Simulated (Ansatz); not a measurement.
Job for Ansatz (a quantum-chemistry and plane-wave program): U-CCSD(T)/def2-TZVPP on InSb, 2S+1 = 3, a spin state set in the input, which need not be the lowest, a point of a bond scan (R = 2.941 Å). Elements past Kr take the def2 small-core potentials; no spin–orbit coupling.

Ansatz 0.2 input:
```yaml
crystal:
  periodic: [false, false, false]
  atoms:
    - {symbol: In, position_ang: [0.00000000, 0.00000000, 0.00000000]}
    - {symbol: Sb, position_ang: [0.00000000, 0.00000000, 2.94149600]}
basis:
  gaussian:
    orbitals: def2-TZVPP
magnetization: {spin_polarized: true, initial_magnetization: 2}
correlation: {method: ccsd_t, electrons: valence}
output: {orbitals: {seedname: ./end}}
```

It printed:

```
WARN ansatz: RAYON_NUM_THREADS=1 ignored (pool sized by the plan → 1); use --threads N
Functional definition: HF
integrals: 0.20 GiB planned
958 factors; integrals over basis functions are off by at most 4.6e-4 eV
mean field: 0.36 GiB planned
mean field evaluation 1: about -11658.8412 eV, gradient 8.4e0 eV
mean field evaluation 2: about -11658.8442 eV, gradient 8.4e0 eV
mean field evaluation 4: about -11659.7823 eV, gradient 1.5e0 eV
mean field evaluation 8: about -11659.8430 eV, gradient 1.0e-1 eV
mean field evaluation 16: about -11659.8441 eV, gradient 1.9e-6 eV
mean field evaluation 32: about -11660.3869 eV, gradient 2.2e-6 eV
mean field evaluation 64: about -11659.8441 eV, gradient 3.7e-5 eV
mean field evaluation 96: about -11659.8428 eV, gradient 6.0e-2 eV
mean field evaluation 128: about -11659.7803 eV, gradient 1.4e0 eV
mean field evaluation 160: about -11660.3765 eV, gradient 5.9e-1 eV
mean field evaluation 192: about -11659.8433 eV, gradient 5.8e-2 eV
mean field evaluation 224: about -11659.8436 eV, gradient 4.5e-2 eV
mean field evaluation 256: about -11658.7667 eV, gradient 4.9e-2 eV
mean field evaluation 288: about -11657.5179 eV, gradient 5.1e0 eV
mean field evaluation 320: about -11659.8330 eV, gradient 1.7e-1 eV
mean field evaluation 352: about -11658.6471 eV, gradient 2.6e-1 eV
mean field evaluation 384: about -11657.1132 eV, gradient 1.2e-3 eV
mean field evaluation 416: about -11656.7640 eV, gradient 2.0e0 eV
mean field evaluation 448: about -11660.3869 eV, gradient 9.1e-3 eV
mean field evaluation 480: about -11659.8441 eV, gradient 5.4e-4 eV
mean field evaluation 512: about -11659.3427 eV, gradient 2.3e0 eV
mean field evaluation 544: about -11659.8177 eV, gradient 4.2e-1 eV
mean field evaluation 576: about -11658.6447 eV, gradient 1.5e-2 eV
mean field evaluation 608: about -11659.8441 eV, gradient 3.6e-4 eV
mean field evaluation 640: about -11657.5017 eV, gradient 3.6e-1 eV
mean field evaluation 672: about -11657.5356 eV, gradient 1.3e-2 eV
mean field evaluation 704: about -11657.3026 eV, gradient 3.3e-1 eV
mean field evaluation 736: about -11657.3312 eV, gradient 6.7e-1 eV
mean field evaluation 768: about -11657.1128 eV, gradient 8.5e-2 eV
mean field evaluation 800: about -11658.5466 eV, gradient 3.2e0 eV
mean field evaluation 832: about -11656.8317 eV, gradient 2.0e-3 eV
mean field evaluation 864: about -11659.8419 eV, gradient 5.1e-2 eV
mean field evaluation 896: about -11657.9716 eV, gradient 8.0e0 eV
mean field evaluation 928: about -11658.6464 eV, gradient 2.1e-1 eV
mean field evaluation 960: about -11657.4911 eV, gradient 8.3e0 eV
mean field evaluation 992: about -11657.9382 eV, gradient 5.3e-4 eV
mean field evaluation 1024: about -11657.3553 eV, gradient 2.7e-1 eV
mean field evaluation 1056: about -11655.9129 eV, gradient 9.5e0 eV
mean field evaluation 1088: about -11657.5353 eV, gradient 4.7e-2 eV
mean field evaluation 1120: about -11657.3037 eV, gradient 3.2e-1 eV
mean field evaluation 1152: about -11659.8437 eV, gradient 3.1e-2 eV
mean field evaluation 1184: about -11659.8439 eV, gradient 2.5e-2 eV
mean field evaluation 1216: about -11659.7950 eV, gradient 3.6e-1 eV
mean field evaluation 1248: about -11660.3869 eV, gradient 1.1e-2 eV
mean field evaluation 1280: about -11659.8418 eV, gradient 1.7e-1 eV
mean field evaluation 1312: about -11659.7650 eV, gradient 1.3e0 eV
mean field -11660.38687771 eV, -428.5113140618 hartree, gradient 1.6e-6 eV, S^2 2.024289; 21 other end points of the search recorded, 0 dependent functions left out
determinant -11660.38687771 eV, -428.5113140618 hartree, with singles and doubles -11675.44994402 eV, -429.0648715383 hartree
determinant -11659.84414712 eV, -428.4913690805 hartree, with singles and doubles -11675.01432744 eV, -429.0488629246 hartree
determinant -11658.76689109 eV, -428.4517806516 hartree, with singles and doubles -11673.32167417 eV, -428.9866590643 hartree
determinant -11658.64475206 eV, -428.4472921248 hartree, with singles and doubles -11673.24359660 eV, -428.9837897663 hartree
determinant -11657.93824493 eV, -428.4213284669 hartree, with singles and doubles -11673.19822020 eV, -428.9821222146 hartree
determinant -11657.53559629 eV, -428.4065314024 hartree, with singles and doubles -11672.55072819 eV, -428.9583273219 hartree
determinant -11657.35704448 eV, -428.3999697443 hartree, with singles and doubles -11672.36252759 eV, -428.9514110775 hartree
determinant -11657.33298868 eV, -428.3990857098 hartree, with singles and doubles -11672.36066476 eV, -428.9513426196 hartree
determinant -11657.11317102 eV, -428.3910075597 hartree, with singles and doubles -11672.13856190 eV, -428.9431804901 hartree
determinant -11660.38687771 eV, -428.5113140618 hartree, with singles and doubles -11675.45048716 eV, -429.0648914984 hartree
determinant -11659.84414712 eV, -428.4913690805 hartree, with singles and doubles -11675.02203777 eV, -429.0491462738 hartree
8 core orbitals not correlated
reference -11660.38687771 eV, -428.5113140618 hartree; 15, 13 occupied and 77, 79 virtual orbitals, 958 factors
second order -15.32607038 eV of doubles, -0.00000000 eV of singles
coupled cluster: 0.81 GiB planned
cycle   1  -15.06360637 eV  change    3.1e-6 eV  update   4.3e-6
perturbative correction -0.43701491 eV, -0.0160600017 hartree
Total energy: -11675.88749899 eV, -429.0809513871 hartree
```

Self-consistency was reached.

Cost: about 5 core-minutes (a rough figure).
